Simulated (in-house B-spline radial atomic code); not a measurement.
Values are calculated unless marked as measured or tabulated.
Softness against transferability: the 4p channel of Se

Se, [Ar] 3d10 4s2 4p4, non-relativistic LDA (VWN5), spherical and spin-unpolarised, from an all-electron radial atomic-structure program (B-spline basis) (atomic units). The all-electron 4p level is ε = -0.245806 hartree, its outermost node lies just inside 0.76 bohr and its outer maximum at 1.81 bohr.

Troullier-Martins pseudo-orbitals are made for several radii. The cutoffs (hartree) are the plane-wave energies beyond which the orbital holds less than the named kinetic energy per electron. The phase error is the difference, pseudo minus all-electron, of arctan(R P'/P) at R = 2.84 bohr for all radii, half a hartree below and above the level.

| r_c (bohr) | V_l(0) (hartree) | cutoff for 10 mEh | for 1 mEh | for 0.1 mEh | phase error at ε − 0.5 (mrad) | at ε + 0.5 (mrad) |
| --- | --- | --- | --- | --- | --- | --- |
| 1.36 | -7.21 | 14.4 | 27.4 | 52 | -0.5 | -2.3 |
| 1.58 | -0.52 | 3.18 | 10.4 | 22.6 | -0.3 | -1.5 |
| 1.81 | -0.12 | 3.18 | 10.6 | 21 | -0.3 | -1.4 |
| 2.05 | -0.77 | 2.98 | 9.16 | 13.5 | -0.5 | -2.1 |
| 2.28 | -1.25 | 2.98 | 7.07 | 10.6 | -0.9 | -3.5 |
| 2.54 | -1.56 | 2.98 | 4.15 | 8.65 | -1.6 | -5.8 |

Q: Which radius needs the lowest cutoff for 0.1 mEh while both phase errors stay within 2.4 mrad?

A: The radii within that limit are 1.36, 1.58, 1.81, 2.05 bohr; of these r_c = 2.05 needs the least, 13.5 hartree, that is 27 Ry or 367 eV.

Q: What does the larger radius buy, and what does it cost?

A: From r_c = 1.36 to 2.54 bohr the cutoff for 1 mEh goes from 27.4 to 4.15 hartree, a factor of 6.60, against 3.49 for a pure 1/r_c² scaling, end to end; step by step it is 27.4, 10.4, 10.6, 9.16, 7.07, 4.15, and for 0.1 mEh 52, 22.6, 21, 13.5, 10.6, 8.65; the number of plane waves goes as the cutoff to the power 3/2, here a factor of 17.0. The larger of the two phase errors is least at r_c = 1.81 bohr, 1.4 mrad; it is 2.3 at the smallest radius and 5.8 at the largest. These errors test the reference atom alone. The smallest radius lies well inside the outer maximum, where the nodeless form must bend sharply to keep the norm, so it is both harder and scatters less well than the next. Large radii also let the cores of neighbours overlap, which an atom doesn't show.
